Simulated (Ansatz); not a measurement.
Saddle point of GeSiH4F2, singlet (GeSiH₄F₂ ([F][SiH]([F])[GeH3]) → GeH₄ + SiF₂; bonds formed: Ge1–H3; bonds broken: Ge1–Si2, Si2–H3), PBE0-D4/def2-TZVP structure:

```
8
angstrom
Ge -0.8426 -0.1103 0.7492
Si 0.6392 0.5637 -1.0651
H 0.7219 -0.7691 0.0452
F 2.1108 1.0773 -0.6917
F 0.8436 -0.3663 -2.3549
H -1.0861 -1.5758 1.1732
H -2.2147 0.4490 0.3086
H -0.1722 0.7316 1.8354
```

Energies are electronic, without zero-point energy. Barriers and step energies count from the start structure reached by relaxing down the imaginary mode; all methods use the PBE0-D4 structures, on which another method's saddle can fall below an end. Program: Ansatz 0.2.0. Basis: def2-TZVPP, with def2-QZVPP for the basis limit. Cores are frozen in the correlated methods. Filled d shells of the heavier atoms are correlated. The def2 sets are not built for correlating such inner shells, so the correlated values are less sure here. B3LYP uses VWN-RPA correlation. Extrapolation: Hartree–Fock as exp(−7.88 √X), correlation as X^−2.97.

```csv
method,barrier (kcal/mol),step energy (kcal/mol)
SPW92,58.16,33.33
PBE-D4,58.57,30.98
BLYP-D4,60.29,27.01
r2SCAN-D4,63.03,35.96
B97M-V,60.27,31.77
PBE0-D4,63.01,34.78
B3LYP-D4,63.87,30.56
r2SCAN0-D4,65.72,37.50
BHLYP-D4,68.63,34.38
CAM-B3LYP-D4,?,32.05
wB97X-V,67.04,34.64
wB97M-V,64.22,29.69
B2PLYP,66.15,32.23
PBE-QIDH,67.27,37.36
RPA on PBE,62.76,30.41
HF,?,35.68
MP2,?,35.18
CCSD,67.22,33.26
CCSD(T),65.48,32.81
```

(1) Fill in the withheld barriers. (An estimate is asked for; the value comes from the calculation.)

The T1 diagnostic stays at or below 0.014. The restricted Hartree–Fock reference is unstable towards an unrestricted one at one or more of these structures.

## Answers

(1) Computed: CAM-B3LYP-D4 66.91; MP2 68.69; HF 74.87 kcal/mol. Each is the energy of the saddle less that of the start structure, by the same method.

For comparison, the barrier by CCSD(T) at an estimated basis limit (MP2 extrapolated from triple and quadruple zeta, plus CCSD(T) − MP2 in triple zeta) is 66.47 kcal/mol.

Losses and insertions of silylenes and their heavier kin drive the gas-phase chemistry of silicon and germanium vapour deposition.

Labels in which every atom is bracketed show which atoms are joined, not bond orders.

For scale, one of the runs: CCSD(T)/def2-TZVPP, 208 basis functions, launched by `ansatz run in.yaml --threads 4 --pin off --events-out ev --progress --plain --max-ram 9574MiB`. Hardware: 4 CPU threads of an Arm Neoverse V2, shared host. Wall time 87 s; peak host memory 2.9 GiB.
